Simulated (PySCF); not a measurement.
Ge(H)3(SeH) (GeH₄Se), SMILES [GeH3][SeH]. Geometry: B3LYP-D3(BJ)/def2-TZVP.

TDDFT-B3LYP/def2-SVPD (PySCF) puts the lowest singlet excitations at 4.71, 5.12, 6.26, 6.46, 6.60, 6.91 eV.

Question: What are the lowest excitation roots from ADC(2)/aug-cc-pVDZ in PySCF 2.14.0? (An estimate is asked for; the answer gives what the named calculation found.)

Answer: 5.30, 5.33, 6.71, 6.87, 7.05, 7.16 eV. S1 differs by 0.58 eV (second minus first; roots are paired by order, and the bases may differ).
